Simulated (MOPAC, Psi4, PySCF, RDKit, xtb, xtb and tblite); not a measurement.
Two geometries of C4H11B, SMILES C(C(C)C)B, relaxed at GFN2-xTB with one dihedral held; other torsions can differ between them too.

Structure A

```
16

B      2.0884    -0.5796     0.4511
C      0.9194     0.4757     0.4136
C     -0.3946    -0.1148     0.9735
C     -0.2164    -0.5419     2.4282
C     -1.5286     0.9012     0.8564
H      2.1557    -1.3973    -0.3836
H      2.9031    -0.5528     1.2900
H      1.1441     1.3751     0.9911
H      0.7163     0.7928    -0.6122
H     -0.6570    -0.9985     0.3812
H      0.5405    -1.3189     2.5080
H      0.0958     0.3047     3.0362
H     -1.1521    -0.9257     2.8311
H     -1.2996     1.7942     1.4349
H     -1.6814     1.1938    -0.1802
H     -2.4584     0.4788     1.2327
```

Structure B

```
16

B      2.1669    -0.5654     0.3748
C      0.9376     0.4027     0.4589
C     -0.2964     0.0464    -0.3800
C     -0.9425    -1.2285     0.1564
C     -1.3080     1.1913    -0.3770
H      2.2946    -1.3021    -0.5247
H      3.0006    -0.5096     1.1939
H      0.6201     0.5775     1.4909
H      1.3187     1.3742     0.1173
H      0.0216    -0.1333    -1.4127
H     -0.2266    -2.0471     0.1507
H     -1.2822    -1.0788     1.1798
H     -1.8001    -1.5121    -0.4504
H     -1.6367     1.4049     0.6387
H     -0.8695     2.0965    -0.7926
H     -2.1825     0.9330    -0.9708
```

Q: Which is lower in energy at the level Psi4 1.11 with PBE0-D3(BJ)/def2-TZVP // GFN2-xTB, and by how much?

A: B is lower, by 1.97 kcal/mol (dihedral H6–B1–C2–C3: 80° in A, 20° in B).

E(B) − E(A) in kcal/mol at the other levels, on the same two geometries: GFN2-xTB (xtb and tblite) -1.51; PBE0/def2-TZVP // GFN2-xTB (Psi4) -2.03; PBE/def2-TZVP // GFN2-xTB (Psi4) -2.03; PBE-D3(BJ)/def2-TZVP // GFN2-xTB (Psi4) -1.97; UFF // GFN2-xTB (RDKit) -0.16; AM1, restricted, heats of formation // GFN2-xTB (MOPAC) -1.69; PM6, restricted, heats of formation // GFN2-xTB (MOPAC) -1.43; GFN1-xTB // GFN2-xTB (xtb) -0.73; restricted B3LYP/6-31G*, spherical d, density fitting // GFN2-xTB (PySCF) -1.72; restricted BP86/6-31G*, spherical d, density fitting // GFN2-xTB (PySCF) -1.75; restricted MP2 (frozen core)/3-21G // GFN2-xTB (PySCF) -1.02; restricted Hartree-Fock/LANL2DZ // GFN2-xTB (PySCF) -1.54.
